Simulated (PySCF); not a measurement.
**K¹⁵⁺ (potassium, charge +15): Hartree-Fock from Schrödinger to Dirac-Coulomb-Breit**

Occupied: 1s1/2, 2s1/2. Hartree-Fock calculated with PySCF 2.14 in an uncontracted even-tempered set (16 s from 0.94 bohr⁻², ratio 2.7; 11 p from 1.1 bohr⁻², ratio 2.7), Gaussian nucleus throughout. NR is non-relativistic, sf-X2C the spin-free one-electron X2C Hamiltonian, X2C adds the bare one-electron spin-orbit term, X2C-SNSO screens it by Boettger's factors, DC is four-component Dirac-Coulomb, and the Gaunt and Breit terms are added at first order (total energies over the DC spinors, levels after relaxing the spinors in that mean field). QED terms are absent. Levels marked empty are virtual spinors of this ion.

```json
{"Hamiltonian": "NR", "E (hartree)": "-422.2070", "E − E(DC) (hartree)": "2.0781", "CPU seconds": "0.27"}
{"Hamiltonian": "sf-X2C", "E (hartree)": "-424.2341", "E − E(DC) (hartree)": "0.0510", "CPU seconds": "0.14"}
{"Hamiltonian": "X2C", "E (hartree)": "-424.2341", "E − E(DC) (hartree)": "0.0510", "CPU seconds": "0.14"}
{"Hamiltonian": "X2C-SNSO", "E (hartree)": "-424.2341", "E − E(DC) (hartree)": "0.0510", "CPU seconds": "0.14"}
{"Hamiltonian": "DC", "E (hartree)": "-424.2851", "E − E(DC) (hartree)": "0.0000", "CPU seconds": "2.4"}
{"Hamiltonian": "DC+Gaunt", "E (hartree)": "-424.1804", "E − E(DC) (hartree)": "0.1048", "CPU seconds": "4.1"}
{"Hamiltonian": "DC+Breit", "E (hartree)": "-424.1822", "E − E(DC) (hartree)": "0.1029", "CPU seconds": "35"}
```

**Question.** Give the 2p spin-orbit interval with each Hamiltonian that has one.

**Answer.** X2C 4.249; X2C-SNSO 3.799; DC 3.849; DC+Gaunt 3.673; DC+Breit 3.673 (eV).

```csv
level (eV),NR,sf-X2C,X2C,X2C-SNSO,DC,DC+Gaunt,DC+Breit
1s1/2,-4403.4,-4422.3,-4422.3,-4422.3,-4423.6,-4421.1,-4421.1
2s1/2,-957.14,-962.37,-962.37,-962.37,-962.48,-962.24,-962.26
2p1/2 (empty),-857.48,-859.01,-861.86,-861.56,-861.62,-861.20,-861.26
2p3/2 (empty),-857.48,-859.01,-857.61,-857.76,-857.77,-857.52,-857.59
3s1/2 (empty),-374.40,-375.99,-375.99,-375.99,-376.02,-375.96,-375.96
```

Weight of the small component: 1s1/2 0.00466, 2s1/2 0.000986, 2p1/2 0.000940, 2p3/2 0.000935, 3s1/2 0.000377.

Koopmans' value for the highest occupied level at DC+Breit: 962.26 eV, against an ionisation energy of 967.7 ± 0.3 eV (semi-empirical (NIST evaluation); NIST Atomic Spectra Database, ionization energies); the former lacks relaxation, correlation, QED and recoil.

The whole ladder took 43 s of wall time on 1 thread of Neoverse-N1 (shared host), launched as `OMP_NUM_THREADS=1 python relrun2.py TASK.json OUT` (a driver that calls PySCF for each Hamiltonian).
